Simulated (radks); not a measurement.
The numbers below are computed, except where a source is named.
Task: Ionisation of Os, [Xe] 4f14 5d6 6s2, to Os+, [Xe] 4f14 5d6 6s1, under several functionals. Scalar-relativistic Kohn-Sham, spin-polarised, spherical densities, point nucleus; open shells are filled with parallel spins first (spin-orbit coupling, left out, can overturn this in heavy ions); a radial shooting solver on a logarithmic mesh with Libxc functionals. Known Delta-SCF values: PBEsol 8.405 eV; LDA (Slater exchange, Perdew-Zunger correlation) 8.918 eV; XLYP 8.705 eV. What does Wu-Cohen GGA give, and what is its highest occupied eigenvalue?

Result: 8.365 eV by Delta-SCF; the 5d eigenvalue is -4.873 eV. NIST: 8.438 eV (measured).
